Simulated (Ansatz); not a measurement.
Relaxation of BCl2FH4OSi (10 atoms, charge 0, multiplicity 1), to a largest force component of 0.03 eV/Å in at most 50 steps.

All numbers below come from RKS PBE-D4/def2-SVP (Ansatz 0.2.0).

```xyz
10
Properties=species:S:1:pos:R:3
B -1.182 -0.240 -0.858
F 0.881 1.430 -1.423
Cl -0.659 -1.728 -1.641
Cl -2.443 0.755 -1.577
H 0.295 1.807 -0.825
O -0.668 0.164 0.407
Si 0.670 -0.439 1.281
H 0.146 -1.297 2.395
H 1.598 -1.219 0.403
H 1.362 0.767 1.839
```

Question: Where does it end, and by what steps?

Answer: The run converged. The force dipped under the threshold on the way, but the program's further checks kept it going. After 18 steps the energy has fallen by 0.160 eV; Cl3 moved furthest, 0.79 Å.

| step | energy less start (eV) | largest force component (eV/Å) | accepted |
| --- | --- | --- | --- |
| 0 | 0.0000 | 2.053 | yes |
| 1 | -0.0719 | 1.168 | yes |
| 2 | -0.0946 | 0.768 | yes |
| 3 | -0.1112 | 0.355 | yes |
| 4 | -0.1287 | 0.648 | yes |
| 5 | -0.1363 | 0.343 | yes |
| 6 | -0.1414 | 0.149 | yes |
| 7 | -0.1432 | 0.152 | yes |
| 8 | -0.1470 | 0.506 | yes |
| 9 | -0.1526 | 0.209 | yes |
| 10 | -0.1472 | 0.286 | no |
| 11 | -0.1560 | 0.068 | yes |
| 12 | -0.1581 | 0.035 | yes |
| 13 | -0.1583 | 0.061 | yes |
| 14 | -0.1589 | 0.029 | yes |
| 15 | -0.1593 | 0.086 | yes |
| 16 | -0.1596 | 0.049 | yes |
| 17 | -0.1592 | 0.080 | no |
| 18 | -0.1598 | 0.015 | yes |

```xyz
10
Properties=species:S:1:pos:R:3
B -1.301 -0.325 -0.813
F 1.228 1.788 -1.007
Cl -1.139 -2.065 -1.106
Cl -2.427 0.627 -1.774
H 0.368 1.652 -0.643
O -0.562 0.293 0.140
Si 0.719 -0.375 1.100
H 0.108 -1.383 2.026
H 1.747 -1.001 0.215
H 1.259 0.789 1.862
```

Run time: 96 s on 2 threads of Arm Neoverse N1, on a shared host, peak memory 0.19 GiB.
